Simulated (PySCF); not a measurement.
Compound: AlH2Ph, C₆H₇Al.
Geometry (PBE0-D3(BJ)/def2-SVP, Å), atoms numbered from 1 in this order:
```xyz
14
C6H7Al angstrom
Al     1.414    2.319   -0.002
H      2.199    2.761    1.311
H      1.431    3.210   -1.320
C      0.406    0.652    0.002
C      0.364   -0.179    1.139
C     -0.363   -1.368    1.145
C     -1.072   -1.753    0.007
C     -1.050   -0.950   -1.133
C     -0.319    0.237   -1.132
H      0.914    0.108    2.042
H     -0.380   -1.997    2.039
H     -1.645   -2.684    0.009
H     -1.604   -1.253   -2.025
H     -0.313    0.853   -2.037
```

Probes without a nucleus sit at each ring's centroid and 1 Å off its mean plane on both sides; NICS is minus the shielding there, NICSzz its component along the normal. Level: GIAO B3LYP/pcSseg-1 (pcSseg-2 on Al) (PySCF, non-relativistic, gas phase) on the PBE0-D3(BJ)/def2-SVP geometry, one conformer.

Ring bond lengths (Å): C4–C5 1.408, C5–C6 1.394, C6–C7 1.395, C7–C8 1.395, C8–C9 1.394, C9–C4 1.408.

Q: Give the NICS values of each ring in ppm.

A: 
| ring | type | NICS(0) | NICS(1), two faces | NICS(1)zz, two faces | rms pucker (Å) | centre to ring atoms, mean (Å) |
| --- | --- | --- | --- | --- | --- | --- |
| C4–C5–C6–C7–C8–C9 | 6-membered carbocycle | -7.8 | -11.2 / -11.1 | -28.6 / -28.6 | 0.00 | 1.40 |

Q: What do they say, and how far can they be read as aromaticity?

A: 
- C4–C5–C6–C7–C8–C9: mean NICS(1)zz -28.6 ppm, shielded.

Q: At the second NICS(1) probe listed for ring C4–C5–C6–C7–C8–C9, 1 Å off the ring, how large is the induced field along the normal in 9.4 T applied along it?

A: NICSzz × B0 = -28.6 ppm × 9.4 T = -269 μT, against the applied field.

Q: List the ring angles.

A: 
- C4–C5–C6–C7–C8–C9: C4 117.5°, C5 121.5°, C6 119.8°, C7 120.0°, C8 119.9°, C9 121.4°; sum 720.0° against 720° for a flat convex ring.

Q: How shielded are the nuclei of the rings and their hydrogens (means over atoms taken as equivalent)?

A: 
```
   atoms                  environment  σ isotropic (ppm)
      C4  carbon bonded to Al and 2 C               28.2
 C5 (×2)   carbon bonded to 2 C and H               33.5
 C6 (×2)   carbon bonded to 2 C and H               45.4
      C7   carbon bonded to 2 C and H               41.3
H10 (×2)           hydrogen on carbon              23.48
H11 (×2)           hydrogen on carbon              23.97
     H12           hydrogen on carbon              23.93
```

Q: How do the values depend on the level or the medium?

A: 
```csv
level,"NICS(0), C4–C5–C6–C7–C8–C9","mean NICS(1)zz, C4–C5–C6–C7–C8–C9"
"B3LYP/pcSseg-1 (pcSseg-2 on Al), gas",-7.8,-28.6
"PBE/pcSseg-1 (pcSseg-2 on Al), gas",-7.4,-27.9
"PBE0/pcSseg-1 (pcSseg-2 on Al), gas",-7.8,-28.9
```

The geometry is the same throughout.
